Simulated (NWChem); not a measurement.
**Basis-set dependence for Zn**

SMILES: [Zn]
```xyz
1

Zn     0.0000     0.0000     0.0000
```
Charge 0, spin multiplicity 1.

The numbers come from NWChem runs, not from measurements.

Hartree-Fock energies in Ha, correlation energies in mHa.

The correlated methods keep 9 core orbitals frozen. Coupled-cluster values serve here as a point of comparison, not as the truth.

```json
[
 {"basis": "3-21G", "functions": "27", "RHF": "-1768.94847", "MP2": "-186.6", "SCS-MP2": "-172.0", "CCSD": "-184.8", "CCSD+T(CCSD)": "-185.3", "CCSD(T)": "-185.3", "CR-CCSD[T]": "-185.2", "CR-CCSD(T)": "-185.2", "CCSDT": "-185.3"},
 {"basis": "def2-SVP", "functions": "31", "RHF": "-1777.56148", "MP2": "-287.3", "SCS-MP2": "-255.2", "CCSD": "-276.2", "CCSD+T(CCSD)": "-285.1", "CCSD(T)": "-284.0", "CR-CCSD[T]": "-283.4", "CR-CCSD(T)": "-282.5", "CCSDT": "-283.5"},
 {"basis": "def2-TZVP", "functions": "48", "RHF": "-1777.80707", "MP2": "-403.7", "SCS-MP2": "-359.8", "CCSD": "-375.3", "CCSD+T(CCSD)": "-385.6", "CCSD(T)": "-384.2", "CR-CCSD[T]": "-383.5", "CR-CCSD(T)": "-382.4", "CCSDT": "not run"},
 {"basis": "def2-QZVP", "functions": "84", "RHF": "-1777.84717", "MP2": "-510.5", "SCS-MP2": "-454.5", "CCSD": "-469.0", "CCSD+T(CCSD)": "-486.7", "CCSD(T)": "-485.2", "CR-CCSD[T]": "-483.4", "CR-CCSD(T)": "-482.2", "CCSDT": "not run"}
]
```

From def2-TZVP to def2-QZVP the Hartree-Fock energy moves by -40.1 mHa and the MP2 correlation energy by -106.8 mHa, which is 21 % of its value in the larger set.
